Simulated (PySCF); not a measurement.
**Ionisation energy of Se⁺ by level of theory**

Se⁺ [Ar] 3d10 4s2 4p3 (4S) → Se²⁺ [Ar] 3d10 4s2 4p2 (3P), as a difference of total energies. All numbers are calculated (PySCF 2.14, scalar relativity through the core potential, in aug-cc-pVDZ-PP with ECP10MDF). Correlated levels: valence: 3s2 3p6 3d10 frozen. The calculations carry no spin-orbit coupling.

| method | ionisation energy (eV) | difference from reference (eV) |
| --- | --- | --- |
| UHF | 20.832 | -0.364 |
| MP2 (valence) | 21.201 | +0.005 |
| SCS-MP2 (valence) | 21.075 | -0.121 |
| CCSD (valence) | 21.155 | -0.041 |
| CCSD(T) (valence) | 21.161 | -0.035 |
| CCSDT (valence) | 21.161 | -0.035 |

Reference: 21.196 ± 0.01 eV (measured; NIST Atomic Spectra Database, ionization energies).

The reference lies between the lowest fine-structure levels, while these numbers refer to the centres of the terms.

Errors of the correlated levels include the incompleteness of this basis and the frozen core.
